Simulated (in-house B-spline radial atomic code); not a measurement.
# Pd⁶⁺: [Ar] 3d10 4s2 4p5 4d4 6g1 (an excited or competing configuration)

Level of theory: Dirac-Hartree-Fock, average of configuration, Fermi nucleus of rms radius 4.5318 fm; calculated with an all-electron radial atomic-structure program (B-spline basis).

Z_r = [3n² - l(l+1)]/(2<r>); Z_e = n√(-2ε); the last column is Slater's effective charge. Values are occupation-weighted means over j. An effective charge above Z reflects the relativistic contraction of the inner shells.

| shell | electrons | ε (eV) | <r> (bohr) | Z_r | Z_e | Slater |
| --- | --- | --- | --- | --- | --- | --- |
| 1s | 2 | -24617 | 0.03184 | 47.10 | 42.54 | 45.70 |
| 2s | 2 | -3782.5 | 0.1377 | 43.57 | 33.35 | 41.85 |
| 2p | 6 | -3399.6 | 0.1205 | 41.49 | 31.61 | 41.85 |
| 3s | 2 | -816.79 | 0.3763 | 35.87 | 23.24 | 34.75 |
| 3p | 6 | -687.11 | 0.3764 | 33.21 | 21.32 | 34.75 |
| 3d | 10 | -480.67 | 0.3557 | 29.52 | 17.83 | 24.85 |
| 4s | 2 | -214.88 | 0.9121 | 26.31 | 15.90 | 18.60 |
| 4p | 5 | -174.14 | 0.9749 | 23.59 | 14.31 | 18.60 |
| 4d | 4 | -114.61 | 1.128 | 18.62 | 11.61 | 9.95 |
| 6g | 1 | -18.657 | 6.197 | 7.10 | 7.03 | - |

The least bound orbital is 6g7/2 at -18.66 eV, and it is also the most diffuse (<r> = 6.198 bohr).

Spin-orbit splittings of the orbital energies (j = l + 1/2 above j = l - 1/2 when positive): 2p 160.2 eV, 3p 28.94 eV, 3d 5.688 eV, 4p 5.271 eV, 4d 0.7626 eV, 6g -0.0005896 eV.

For the 1s electron the small component carries 2.84 % of the norm, the zero-frequency Breit interaction raises the level by 51.81 eV, self-energy by 28.84 eV, and vacuum polarisation lowers it by 3.56 eV.
